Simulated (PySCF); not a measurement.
F6Mo, charge -1, doublet (typed; the unrestricted solution is spin-contaminated), at a GFN2-xTB geometry (such geometries of metal compounds can be far from the true shape) (the multiplicity is a formal guess) (all electrons, no relativity), with bond 7-1 at 1.6 times its length; CAMB3LYP/3-21G in PySCF.

Input for PySCF:
```python
from pyscf import gto, scf, dft

mol = gto.M(
    atom='''
Mo   -0.000000   -0.000000   -0.000000
F     1.140238   -0.481208   -1.451712
F    -1.140238    0.481208    1.451712
F    -1.112596    0.749366   -1.122278
F    -0.930779   -1.655156   -0.182429
F     0.930779    1.655156    0.182429
F     1.780153   -1.198985    1.795644
''',
    basis='3-21g',
    charge=-1,
    spin=1,
    verbose=4,
)

mf = dft.UKS(mol)
mf.xc = 'camb3lyp'
mf = mf.newton()
mf.kernel()
mf.analyze()
```

What the program printed (banner, timings and long lists left out):

```
PySCF version 2.14.0

[INPUT] verbose = 4
[INPUT] num. atoms = 7
[INPUT] num. electrons = 97
[INPUT] charge = -1
[INPUT] spin (= nelec alpha-beta = 2S) = 1
[INPUT] symmetry False subgroup None
[INPUT] Mole.unit = angstrom
[INPUT] Symbol           X                Y                Z      unit          X                Y                Z       unit  Magmom
[...]
nuclear repulsion = 817.591816988122
number of shells = 44
number of NR pGTOs = 171
number of NR cGTOs = 90
basis = 3-21g
ecp = {}

******** <class 'pyscf.soscf.newton_ah.SecondOrderUKS'> ********
method = SecondOrderUKS
initial guess = minao
damping factor = 0
level_shift factor = 0
DIIS = <class 'pyscf.scf.diis.CDIIS'>
diis_start_cycle = 1
diis_space = 8
diis_damp = 0
SCF conv_tol = 1e-09
SCF conv_tol_grad = None
SCF max_cycles = 50
direct_scf = True
direct_scf_tol = 1e-13
number electrons alpha = 49  beta = 48
XC library pyscf.dft.libxc version 7.1.2
    S. Lehtola, C. Steigemann, M. J. T. Oliveira, and M. A. L. Marques,  SoftwareX 7, 1–5 (2018)
XC functionals = camb3lyp
    T. Yanai, D. P. Tew, and N. C. Handy,  Chem. Phys. Lett. 393, 51 (2004)
radial grids:
    Treutler-Ahlrichs [JCP 102, 346 (1995); DOI:10.1063/1.469408] (M4) radial grids

becke partition: Becke, JCP 88, 2547 (1988); DOI:10.1063/1.454033
pruning grids: <function nwchem_prune>
grids dens level: 3
symmetrized grids: False
atomic radii adjust function: <function treutler_atomic_radii_adjust>
small_rho_cutoff = 0
******** <class 'pyscf.dft.uks.UKS'> Newton solver flags ********
SCF tol = 1e-09
conv_tol_grad = None
max. SCF cycles = 50
direct_scf = True
direct_scf_tol = 1e-13
max_cycle_inner = 12
max_stepsize = 0.05
ah_start_tol = 1e+09
ah_level_shift = 0
ah_conv_tol = 1e-12
ah_lindep = 1e-14
ah_start_cycle = 1
ah_max_cycle = 40
ah_grad_trust_region = 2.5
kf_interval = 4
kf_trust_region = 5
canonicalization = True
Set conv_tol_grad to 3.16228e-05
tot grids = 108016

Initial guess E= -4552.93734593911  |g|= 1.62806
macro= 0  E= -4554.5408492234  delta_E= -1.6035  |g|= 0.651729  3 KF 15 JK
macro= 1  E= -4554.67458079738  delta_E= -0.133732  |g|= 0.233305  3 KF 17 JK
macro= 2  E= -4554.79932346503  delta_E= -0.124743  |g|= 0.135553  3 KF 18 JK
macro= 3  E= -4554.84265935458  delta_E= -0.0433359  |g|= 0.0176129  4 KF 24 JK
macro= 4  E= -4554.84925695737  delta_E= -0.0065976  |g|= 0.00810523  5 KF 21 JK
macro= 5  E= -4554.84933749454  delta_E= -8.05372e-05  |g|= 0.000776311  3 KF 20 JK
macro= 6  E= -4554.84935108715  delta_E= -1.35926e-05  |g|= 0.000304742  4 KF 18 JK
macro= 7  E= -4554.84935115504  delta_E= -6.78929e-08  |g|= 4.87697e-05  2 KF 11 JK
macro= 8  E= -4554.84935115505  delta_E= -4.54747e-12  |g|= 1.21069e-05  1 KF 2 JK
Canonicalize SCF orbitals
macro X = 9  E=-4554.84935115505  |g|= 1.21069e-05  total 29 KF 156 JK
converged SCF energy = -4554.84935115505  <S^2> = 1.0943425  2S+1 = 2.3189157
**** SCF Summaries ****
Total Energy =                       -4554.849351155045042
Nuclear Repulsion Energy =             817.591816988121536
One-electron Energy =                -7946.782345130613976
Two-electron Energy =                 2574.341176987447398
Two-electron Coulomb Energy =         2758.513663881245520
DFT Exchange-Correlation Energy =     -184.172486893798293
**** MO energy ****
                             alpha | beta                alpha | beta
[...]
To work with the spin densities directly, `use mulliken_meta_spin()` only printing them here.

 ** Mulliken spin pop alpha/beta on meta-lowdin orthogonal AOs **
 ** Mulliken Spin Density (per AO)  **
spin_pop of  0 Mo 1s        0.00000
spin_pop of  0 Mo 2s        0.00000
spin_pop of  0 Mo 3s        0.00000
spin_pop of  0 Mo 4s        0.00006
spin_pop of  0 Mo 5s        0.00382
spin_pop of  0 Mo 6s        0.00128
spin_pop of  0 Mo 2px      -0.00000
spin_pop of  0 Mo 2py      -0.00000
spin_pop of  0 Mo 2pz      -0.00000
spin_pop of  0 Mo 3px      -0.00000
spin_pop of  0 Mo 3py      -0.00000
spin_pop of  0 Mo 3pz      -0.00000
spin_pop of  0 Mo 4px       0.00002
spin_pop of  0 Mo 4py       0.00004
spin_pop of  0 Mo 4pz       0.00004
spin_pop of  0 Mo 5px       0.00318
spin_pop of  0 Mo 5py       0.00155
spin_pop of  0 Mo 5pz       0.00113
spin_pop of  0 Mo 6px       0.00162
spin_pop of  0 Mo 6py       0.00075
spin_pop of  0 Mo 6pz       0.00094
spin_pop of  0 Mo 3dxy      0.00000
spin_pop of  0 Mo 3dyz      0.00000
spin_pop of  0 Mo 3dz^2     0.00000
spin_pop of  0 Mo 3dxz      0.00000
spin_pop of  0 Mo 3dx2-y2    0.00000
spin_pop of  0 Mo 4dxy      0.23188
spin_pop of  0 Mo 4dyz      0.13275
spin_pop of  0 Mo 4dz^2     0.42420
spin_pop of  0 Mo 4dxz      0.11338
spin_pop of  0 Mo 4dx2-y2    0.21019
spin_pop of  0 Mo 5dxy      0.00586
spin_pop of  0 Mo 5dyz      0.00199
spin_pop of  0 Mo 5dz^2     0.00973
spin_pop of  0 Mo 5dxz      0.00272
spin_pop of  0 Mo 5dx2-y2    0.00306
spin_pop of  1 F 1s       -0.00000
spin_pop of  1 F 2s        0.00062
spin_pop of  1 F 3s        0.00005
spin_pop of  1 F 2px       0.01457
spin_pop of  1 F 2py       0.00195
spin_pop of  1 F 2pz       0.01705
spin_pop of  1 F 3px       0.00011
spin_pop of  1 F 3py       0.00006
spin_pop of  1 F 3pz       0.00008
spin_pop of  2 F 1s       -0.00000
spin_pop of  2 F 2s        0.00062
spin_pop of  2 F 3s        0.00005
spin_pop of  2 F 2px       0.01619
spin_pop of  2 F 2py       0.00306
spin_pop of  2 F 2pz       0.01432
spin_pop of  2 F 3px       0.00008
spin_pop of  2 F 3py       0.00005
spin_pop of  2 F 3pz       0.00012
spin_pop of  3 F 1s       -0.00000
spin_pop of  3 F 2s        0.00155
spin_pop of  3 F 3s        0.00005
spin_pop of  3 F 2px       0.01321
spin_pop of  3 F 2py       0.05913
spin_pop of  3 F 2pz       0.03544
spin_pop of  3 F 3px       0.00032
spin_pop of  3 F 3py       0.00058
spin_pop of  3 F 3pz       0.00042
spin_pop of  4 F 1s       -0.00000
spin_pop of  4 F 2s        0.00062
spin_pop of  4 F 3s        0.00005
spin_pop of  4 F 2px       0.01593
spin_pop of  4 F 2py       0.00176
spin_pop of  4 F 2pz       0.01595
spin_pop of  4 F 3px       0.00008
spin_pop of  4 F 3py       0.00008
spin_pop of  4 F 3pz       0.00009
spin_pop of  5 F 1s       -0.00000
spin_pop of  5 F 2s        0.00062
spin_pop of  5 F 3s        0.00005
spin_pop of  5 F 2px       0.01479
spin_pop of  5 F 2py       0.00393
spin_pop of  5 F 2pz       0.01492
spin_pop of  5 F 3px       0.00010
spin_pop of  5 F 3py       0.00005
spin_pop of  5 F 3pz       0.00009
spin_pop of  6 F 1s        0.00000
spin_pop of  6 F 2s       -0.00102
spin_pop of  6 F 3s        0.00022
spin_pop of  6 F 2px      -0.23348
spin_pop of  6 F 2py      -0.07417
spin_pop of  6 F 2pz      -0.09109
spin_pop of  6 F 3px       0.00026
spin_pop of  6 F 3py       0.00012
spin_pop of  6 F 3pz       0.00016
 ** Mulliken Spin Density (per atom)  **
spin density of  0 Mo =      1.15020
spin density of  1 F =      0.03449
spin density of  2 F =      0.03448
spin density of  3 F =      0.11072
spin density of  4 F =      0.03455
spin density of  5 F =      0.03456
spin density of  6 F =     -0.39900
 ** Mulliken pop alpha/beta on meta-lowdin orthogonal AOs **
 ** Mulliken pop       alpha | beta **
In total            49.00000 | 48.00000
 ** Mulliken atomic charges   ( Nelec_alpha | Nelec_beta ) **
charge of  0Mo =      1.31366  (    20.91827     19.76807 )
charge of  1F =     -0.39590  (     4.71519      4.68071 )
charge of  2F =     -0.39590  (     4.71519      4.68071 )
charge of  3F =     -0.30302  (     4.70687      4.59615 )
charge of  4F =     -0.39593  (     4.71524      4.68069 )
charge of  5F =     -0.39593  (     4.71524      4.68069 )
charge of  6F =     -0.42698  (     4.51399      4.91299 )

WARN: System has nonzero charge -1; the dipole moment is origin-dependent.
Location of origin: [0. 0. 0.]

Dipole moment(X, Y, Z, Debye): -1.89304,  1.27497, -1.90945
```
